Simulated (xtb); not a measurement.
Te(OH)(GeH3) (GeH4OTe), SMILES O[Te][GeH3]. All values are semi-empirical tight-binding results from xtb (GFN2-xTB unless named), good for trends rather than for accurate numbers. The structure is a stationary point at GFN2-xTB. The structure was generated by enumeration, and PubChem lists no compound with its InChIKey, so it may never have been made. Other conformers were not sampled.

For metal compounds this method's bond lengths and energies can be far off.

```json
{
  "orbital_gap": "3.54 eV",
  "zero_point_energy": "21.5 kcal/mol",
  "G − E(el) at 298.15 K (modified RRHO)": "1.2 kcal/mol"
}
```
